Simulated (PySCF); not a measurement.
Frontier orbitals and the lowest excitations

CH₆Cl₂P₂Si₂.
Cartesian coordinates in Å at the GFN2-xTB level; atoms count from 1:
```xyz
13
CH6Cl2P2Si2 angstrom
Cl     3.4434    0.3590   -0.0085
C      1.9034    0.6203    0.8161
Cl     1.1885    2.1596    0.3073
Si     0.6477   -0.7363    0.2960
P     -1.2584   -0.1955    1.3925
Si    -1.9067    0.4584   -0.6905
P      0.0180   -0.0974   -1.7755
H      2.1088    0.6940    1.8811
H      1.2413   -2.0549    0.5235
H     -1.7952   -1.4664    1.2983
H     -2.1146    1.9033   -0.7164
H     -3.0693   -0.2861   -1.1769
H     -0.4114   -1.3575   -2.1648
```

Computed, not measured: TDDFT PBE0/def2-SVPD, vertical, gas phase, core orbitals frozen in the response in PySCF 2.14.0, density-fitted response routines.

Kohn–Sham orbitals with the atoms that hold most of them (Löwdin shares over 4%, at most four atoms; ? is withheld):

```
orbital  ε (eV)                              atoms
 LUMO+2   -0.47   Si6 16%, P5 16%, Si4 13%, P7 13%
 LUMO+1   -0.83   P5 21%, Si6 21%, Si4 18%, P7 13%
   LUMO       ?                                  ?
   HOMO   -6.68                                  ?
 HOMO-1   -8.01   Cl1 22%, C2 15%, P5 14%, Si4 13%
 HOMO-2   -8.50    P7 28%, P5 27%, Si6 10%, Si4 7%
 HOMO-3   -8.65  Cl3 16%, Si4 15%, Cl1 13%, P7 13%
```

Q: Which atoms hold the LUMO, and with what shares?

A: Si4 (bonded to C, 2 P and H) 19%; P7 (bonded to 2 Si and H) 17%; Si6 (bonded to 2 P and 2 H) 15%; P5 (bonded to 2 Si and H) 12%. By element: silicon 34%, phosphorus 28%.

Q: Give the leading atoms of the HOMO.

A: P7 (bonded to 2 Si and H) 39%; P5 (bonded to 2 Si and H) 37%; Si6 (bonded to 2 P and 2 H) 8%; Si4 (bonded to C, 2 P and H) 7%. By element: phosphorus 76%, silicon 15%.

Q: What is the LUMO energy, and the HOMO–LUMO gap?

A: ε(LUMO) = -1.03 eV; the gap is 5.65 eV (0.2077 hartree).

Q: How does S1 compare with the orbital gap of 5.65 eV?

A: S1 is at 4.49 eV (f = 0.0035), 1.16 eV below the gap, made of HOMO→LUMO (92%). Without the coupling terms of the response equations the lowest excitation would equal the gap.

Q: One configuration dominates each of S1, S2, S5 and S7. Which, and how do the shares of the two leading atoms of either orbital change from the occupied to the empty one?

A: 
- S1 (4.49 eV, f 0.0035), HOMO→LUMO (92%): P7 39% → 17%, P5 37% → 12%, Si4 7% → 19%
- S2 (4.66 eV, f 0.0021), HOMO→LUMO+1 (92%): P7 39% → 13%, P5 37% → 21%, Si6 8% → 21%
- S5 (5.77 eV, f 0.0058), HOMO-1→LUMO (84%): Cl1 22% → at most 12%, C2 15% → at most 12%, Si4 13% → 19%, P7 at most 14% → 17%
- S7 (6.03 eV, f 0.0009), HOMO-1→LUMO+1 (78%): Cl1 22% → at most 14%, C2 15% → at most 14%, P5 14% → 21%, Si6 at most 14% → 21%

Löwdin shares depend on the basis, the more so with diffuse functions.

One conformer stands for the species.
